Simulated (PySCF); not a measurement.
Shifts of the heteroatoms

Atom-mapped SMILES (the numbers label the heavy atoms): `[SiH3:1][O:2][SiH2:3][SiH2:4][SiH3:5]`. Hydrogens are named by the atom that carries them.

[PySCF: GFN2-xTB geometry; shielding tensors at PBE0/pcSseg-1 (GIAO); non-relativistic; no solvent model; a single conformation; averaged over atoms made equivalent by symmetry, fast rotation or ring inversion]

(1) Predict the ²⁹Si NMR data.

(2) Where does ¹⁷O resonate?

## Answers

(1) 
```csv
atoms,environment,σ (ppm),δ (ppm)
Si3,"silicon bonded to O, Si, 2 H",374.7,-28.0
Si1,"silicon bonded to O, 3 H",392.8,-42.9
Si5,"silicon bonded to Si, 3 H",471.2,-107.4
Si4,"silicon bonded to 2 Si, 2 H",483.4,-117.3
```

Shieldings were converted by a linear fit to measured shifts: ²⁹Si (scatter 8.9 ppm rms, 25.8 ppm with the 6 outliers that the fit left out vs TMS, solution or neat liquid). Occasional misses reach two or three times the rms, and more in compound classes unlike the fitted ones.

On a 300 MHz spectrometer ²⁹Si resonates near 59.6 MHz, so 1 ppm is 59.6 Hz.

(2) 
```tsv
atoms	environment	σ (ppm)	δ (ppm)
O2	oxygen bonded to 2 Si	345.1	-47.6
```

Shieldings were converted by a linear fit to measured shifts: ¹⁷O: δ = 266.70 − 0.911σ (rms 10.7 ppm, 155 shifts, 12.2 ppm with the 3 outliers that the fit left out vs liquid water, solution or neat liquid). A few per cent of atoms miss by over 2 rms, more outside the fitted compound classes.

On a 500 MHz spectrometer ¹⁷O resonates near 67.8 MHz, so 1 ppm is 67.8 Hz.
